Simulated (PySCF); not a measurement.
## Ar⁺ (argon, charge +1) across methods

[Ne] 3s1 3p5 3d1, one real determinant (an excited configuration). Calculation: PySCF 2.14, in aug-cc-pV(D+d)Z (5s4p3d, 32 functions); the non-relativistic Hamiltonian (point nucleus).

```json
{"method": "wB97X", "E (hartree)": "-525.7378", "mean ε 3p α (eV)": "-30.073", "mean ε 3p β (eV)": "-26.540", "mean ε 3d α (eV)": "-8.914", "Σ⟨r²⟩ (bohr²)": "21.79", "⟨S²⟩": "3.753"}
{"method": "BLYP", "E (hartree)": "-525.7756", "mean ε 3p α (eV)": "-25.112", "mean ε 3p β (eV)": "-22.607", "mean ε 3d α (eV)": "-5.097", "Σ⟨r²⟩ (bohr²)": "21.86", "⟨S²⟩": "3.751"}
{"method": "M06-2X", "E (hartree)": "-525.7224", "mean ε 3p α (eV)": "-29.299", "mean ε 3p β (eV)": "-25.368", "mean ε 3d α (eV)": "-7.633", "Σ⟨r²⟩ (bohr²)": "21.98", "⟨S²⟩": "3.755"}
{"method": "PBE", "E (hartree)": "-525.5725", "mean ε 3p α (eV)": "-25.384", "mean ε 3p β (eV)": "-22.662", "mean ε 3d α (eV)": "-5.317", "Σ⟨r²⟩ (bohr²)": "21.83", "⟨S²⟩": "3.751"}
{"method": "UHF", "E (hartree)": "-525.01835", "mean ε 3p α (eV)": "-33.327", "mean ε 3p β (eV)": "-26.380", "mean ε 3d α (eV)": "-10.096", "Σ⟨r²⟩ (bohr²)": "22.28", "⟨S²⟩": "3.756"}
{"method": "PBE0", "E (hartree)": "-525.5924", "mean ε 3p α (eV)": "-27.564", "mean ε 3p β (eV)": "-23.948", "mean ε 3d α (eV)": "-6.674", "Σ⟨r²⟩ (bohr²)": "21.85", "⟨S²⟩": "3.752"}
{"method": "LDA", "E (hartree)": "-524.1490", "mean ε 3p α (eV)": "-25.417", "mean ε 3p β (eV)": "-22.769", "mean ε 3d α (eV)": "-5.207", "Σ⟨r²⟩ (bohr²)": "21.89", "⟨S²⟩": "3.751"}
{"method": "r2SCAN", "E (hartree)": "-525.7206", "mean ε 3p α (eV)": "-26.230", "mean ε 3p β (eV)": "-22.854", "mean ε 3d α (eV)": "-5.517", "Σ⟨r²⟩ (bohr²)": "21.91", "⟨S²⟩": "3.752"}
```

(1) Estimate the same row for r2SCANh.

⟨L²⟩ = 7.99 against 12 for a pure F term, so this real determinant mixes terms. The outer electron is Rydberg-like, and this basis confines it to a smaller radius and binds it less than a complete one would.

Results:

(1) E (hartree) = -525.7150; mean ε 3p α (eV) = -26.994; mean ε 3p β (eV) = -23.337; mean ε 3d α (eV) = -6.031; Σ⟨r²⟩ (bohr²) = 21.91; ⟨S²⟩ = 3.752.
